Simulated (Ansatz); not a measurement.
`C#[C][Ti]([OH])([F])[F]` + H₂O → `[OH][Ti]([OH])([F])[F]` + acetylene at 500 K and 1 bar (formal hydrolysis of a Ti–C bond).

Isolated molecules relaxed with PBE0-D4/def2-TZVP in Ansatz; ΔE leaves out vibrations. CCSD(T)/CBS adds triple-zeta CCSD(T) − MP2 to the extrapolated MP2 energy (def2 sets, frozen cores). This one scheme is used for every species. For Ti outer-core shells are correlated without core-valence functions, which leaves a few kJ/mol of doubt a bond. Scalar relativity is left out up to krypton. Each species was taken in one conformer, which may not be the lowest.

```csv
species,CCSD(T)/CBS energy (Eh),H − E (kJ/mol),S (J/(mol·K))
`C#[C][Ti]([OH])([F])[F]`,-1201.12065,145.6,445.5
H₂O,-76.37941,73.2,206.3
`[OH][Ti]([OH])([F])[F]`,-1200.30786,125.8,413.3
`C#C`,-77.22717,90.7,225.3
```

H − E and S are ideal-gas, rigid-rotor, harmonic terms from PBE0-D4/def2-TZVP, for one conformer and one mirror image of each species. 1 Eh = 2625.50 kJ/mol, R = 8.31446 J/(mol·K).

**Question.** By hand: ΔE, ΔH, ΔS and ΔG.

**Answer.** ΔE = (-1200.30786) + (-77.22717) − (-1201.12065) − (-76.37941) = -0.03497 Eh = -91.8 kJ/mol. Δ(H − E) = 125.8 + 90.7 − 145.6 − 73.2 = -2.3, so ΔH = -94.1 kJ/mol. ΔS = 413.3 + 225.3 − 445.5 − 206.3 = -13.2 J/(mol·K). ΔG = -94.1 − 500 × (-13.2)/1000 = -87.5 kJ/mol.

**Question.** By hand: the equilibrium constant, and the temperature at which ΔG would vanish if ΔH and ΔS stayed fixed.

**Answer.** log₁₀ K = −ΔG/(RT ln 10) = 9.1. ΔG = 0 at ΔH/ΔS = 7129 K, far beyond where these terms or the molecules hold.

The number of gas molecules stays the same, so ΔS is small and ΔH decides. A doubt of 5 kJ/mol in ΔE shifts log₁₀ K by 0.5 here. Other conformers and mirror images would add mixing entropy, several J/(mol·K) or more a flexible species. These are equilibria of isolated gas molecules and say nothing of rates. Largest T1 diagnostic: 0.023 (customary marks: 0.02 for closed shells, 0.045 for open ones).
